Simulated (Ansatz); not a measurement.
`FC(F)[SiH]1N=C1Cl` + H₂ → `ClC1=N[SiH2]1` + difluoromethane at 600 K and 1 bar (hydrogenolysis of the Si–C bond).

Isolated molecules relaxed with PBE0-D4/def2-TZVP in Ansatz; ΔE leaves out vibrations. CCSD(T)/CBS is the MP2 limit (def2-TZVPP, def2-QZVPP) plus CCSD(T) − MP2 in def2-TZVPP, frozen cores. This one scheme is used for every species. One conformer a species, not always the lowest.

```csv
species,CCSD(T)/CBS energy (Eh),H − E (kJ/mol),S (J/(mol·K))
`FC(F)[SiH]1N=C1Cl`,-1080.37669,174.1,473.2
H₂,-1.17544,43.9,150.8
`ClC1=N[SiH2]1`,-842.74843,111.9,353.8
`FCF`,-238.82660,113.4,283.4
```

H − E and S are ideal-gas, rigid-rotor, harmonic terms from PBE0-D4/def2-TZVP, for one conformer and one mirror image of each species. The MP2-based limit puts H₂ 0.8 mEh under its directly extrapolated value; such offsets cancel only in part. 1 Eh = 2625.50 kJ/mol, R = 8.31446 J/(mol·K).

Q: By hand: ΔE, ΔH, ΔS and ΔG.

A: ΔE = (-842.74843) + (-238.82660) − (-1080.37669) − (-1.17544) = -0.02290 Eh = -60.1 kJ/mol. Δ(H − E) = 111.9 + 113.4 − 174.1 − 43.9 = 7.3, so ΔH = -52.8 kJ/mol. ΔS = 353.8 + 283.4 − 473.2 − 150.8 = 13.2 J/(mol·K). ΔG = -52.8 − 600 × (13.2)/1000 = -60.7 kJ/mol.

Q: By hand: the equilibrium constant, and the temperature at which ΔG would vanish if ΔH and ΔS stayed fixed.

A: log₁₀ K = −ΔG/(RT ln 10) = 5.3. ΔH and −TΔS have one sign here, so there is no such temperature.

The number of gas molecules stays the same, so ΔS is small and ΔH decides. A doubt of 5 kJ/mol in ΔE shifts log₁₀ K by 0.4 here. Other conformers and mirror images would add mixing entropy, several J/(mol·K) or more a flexible species. Modes under 60 cm⁻¹, often nearly free rotors, make the harmonic entropy too high. These are equilibria of isolated gas molecules and say nothing of rates. Largest T1 diagnostic: 0.015 (customary marks: 0.02 for closed shells, 0.045 for open ones).
